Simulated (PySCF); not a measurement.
Compound: GeH7PSi.
Bonds: Si1–Ge2, Ge2–P3. Hydrogens: H4, H5, H6 on Si1; H7, H8 on Ge2; H9, H10 on P3.

Method: PBE0-D3(BJ)/def2-SVP geometry optimisation, gas phase in PySCF; density fitting, grid level 1; the optimiser is geomeTRIC in internal coordinates, started from a GFN2-xTB structure with every atom displaced at random (about 0.01 Å).

Step 0: E = -73772.1088 eV
```
atom  x, y, z in Å  |  force x, y, z in eV/Å
Si1     1.7032    0.6945    0.0788   -0.576   0.478  -0.180
Ge2    -0.1880   -0.6736   -0.2700   -0.196  -0.322  -0.070
P3     -2.2914    0.3184   -0.3472    0.576   1.082  -0.530
H4      2.9410   -0.0739    0.0656    0.545  -0.464   0.001
H5      1.7570    1.7148   -0.9983    0.030   0.117  -0.166
H6      1.5766    1.4126    1.3604   -0.010   0.136   0.373
H7     -0.2138   -1.8521    0.6948    0.037  -0.165   0.498
H8     -0.0667   -1.4080   -1.5938    0.137  -0.048  -0.564
H9     -2.9392   -0.8513   -0.0165   -0.531  -1.106   0.162
H10    -2.2294    0.6979    1.0055   -0.013   0.293   0.477
```

Step 1: E = -73772.2415 eV
```
atom  x, y, z in Å  |  force x, y, z in eV/Å
Si1     1.6348    0.7143    0.0752    0.075  -0.014  -0.015
Ge2    -0.1789   -0.7754   -0.3021   -0.045  -0.294  -0.070
P3     -2.2084    0.3805   -0.3388   -0.056  -0.190   0.170
H4      2.9109   -0.0655    0.0782    0.014   0.036   0.012
H5      1.6911    1.7445   -1.0047   -0.011  -0.005  -0.023
H6      1.4822    1.4124    1.3873   -0.021  -0.024   0.023
H7     -0.1939   -1.9245    0.7456    0.019   0.189  -0.050
H8     -0.0288   -1.4696   -1.6846   -0.002   0.144   0.128
H9     -2.9425   -0.8128   -0.0144    0.007   0.185  -0.075
H10    -2.1170    0.7756    1.0378    0.019  -0.026  -0.100
```

Step 2: E = -73772.2507 eV
```
atom  x, y, z in Å  |  force x, y, z in eV/Å
Si1     1.6377    0.7096    0.0726    0.010   0.013  -0.011
Ge2    -0.1766   -0.7854   -0.3009   -0.053  -0.083  -0.032
P3     -2.2046    0.3744   -0.3352    0.031  -0.020   0.043
H4      2.9241   -0.0525    0.0784    0.004   0.014   0.005
H5      1.6821    1.7390   -1.0096   -0.003  -0.005  -0.002
H6      1.4737    1.4015    1.3874   -0.006  -0.011   0.008
H7     -0.1843   -1.9138    0.7527    0.013   0.032   0.042
H8     -0.0247   -1.4631   -1.6785    0.011   0.029  -0.017
H9     -2.9744   -0.7910   -0.0258   -0.004   0.028  -0.027
H10    -2.1036    0.7607    1.0383   -0.002   0.004  -0.010
```

Q: Estimate the geometry and energy of step 3. (The exact step hangs on the optimiser's Hessian estimate; all steps are aligned on step 2, rigid shifts and turns removed.)

A: E = -73772.2531 eV, largest force 0.060 eV/Å
```
atom  x, y, z in Å  |  force x, y, z in eV/Å
Si1     1.6343    0.7063    0.0705   -0.013   0.014  -0.005
Ge2    -0.1752   -0.7972   -0.3017   -0.022  -0.028  -0.010
P3     -2.1930    0.3772   -0.3311    0.040   0.045  -0.008
H4      2.9291   -0.0408    0.0785    0.004   0.003   0.002
H5      1.6693    1.7360   -1.0118    0.000   0.000   0.003
H6      1.4606    1.3926    1.3873   -0.001  -0.002   0.002
H7     -0.1778   -1.9130    0.7635    0.007  -0.003   0.025
H8     -0.0213   -1.4652   -1.6824    0.002  -0.006  -0.016
H9     -2.9861   -0.7732   -0.0364   -0.012  -0.022  -0.004
H10    -2.0904    0.7567    1.0429   -0.005   0.000   0.012
```

The energy changes by -0.0024 eV. The first-order estimate −F·Δx gives -0.0031 eV and the mean of the old and new forces, exact on a quadratic surface, -0.0021 eV. The step makes an angle of 60° with the force vector and moves no atom by more than 0.024 Å.

The cost below is that of the whole optimisation. On an AMD EPYC 9B45 with one thread, shared host with 96 logical CPUs at a one-minute load of 28, this took 16 s wall and 0.43 GiB of memory at its peak.
